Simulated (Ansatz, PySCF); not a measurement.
Complex: C2H6 (SMILES CC) (first 8 atoms) with CH3I (SMILES CI); geometry from B3LYP-D3(BJ)/def2-TZVP, rigid monomers moved along the line of their centres of mass till H7···H12 is 3.27 Å.
(charge 0, multiplicity 1):
```json
[
 {"atom": "C", "x (Å)": "-0.5341", "y (Å)": "0.5047", "z (Å)": "0.2353"},
 {"atom": "C", "x (Å)": "0.6478", "y (Å)": "-0.4001", "z (Å)": "-0.0989"},
 {"atom": "H", "x (Å)": "-1.2710", "y (Å)": "0.5087", "z (Å)": "-0.5703"},
 {"atom": "H", "x (Å)": "-0.2147", "y (Å)": "1.5377", "z (Å)": "0.3900"},
 {"atom": "H", "x (Å)": "-1.0385", "y (Å)": "0.1721", "z (Å)": "1.1442"},
 {"atom": "H", "x (Å)": "0.3217", "y (Å)": "-1.4278", "z (Å)": "-0.2684"},
 {"atom": "H", "x (Å)": "1.3747", "y (Å)": "-0.4250", "z (Å)": "0.7151"},
 {"atom": "H", "x (Å)": "1.1655", "y (Å)": "-0.0634", "z (Å)": "-0.9994"},
 {"atom": "C", "x (Å)": "1.1370", "y (Å)": "1.2578", "z (Å)": "4.4421"},
 {"atom": "I", "x (Å)": "0.7106", "y (Å)": "-0.7601", "z (Å)": "5.0679"},
 {"atom": "H", "x (Å)": "1.6911", "y (Å)": "1.7342", "z (Å)": "5.2424"},
 {"atom": "H", "x (Å)": "1.7233", "y (Å)": "1.1978", "z (Å)": "3.5328"},
 {"atom": "H", "x (Å)": "0.1875", "y (Å)": "1.7493", "z (Å)": "4.2669"}
]
```

Interaction energies are E(AB) − E(A) − E(B) at the monomers' geometry in the complex; basis-set methods are counterpoise corrected.

Cores are frozen in the correlated methods. Filled d and f shells under p-block atoms count as core.

The values were computed with Ansatz (a first-principles code) with Gaussian orbitals; PySCF for the dispersion terms. Values without a source in brackets are computed. In def2 rows elements past Kr take small-core potentials, without spin–orbit coupling.

Task: Give the interaction energy at the level PBE-D3(BJ)/def2-TZVPPD.

Result: -4 kJ/mol
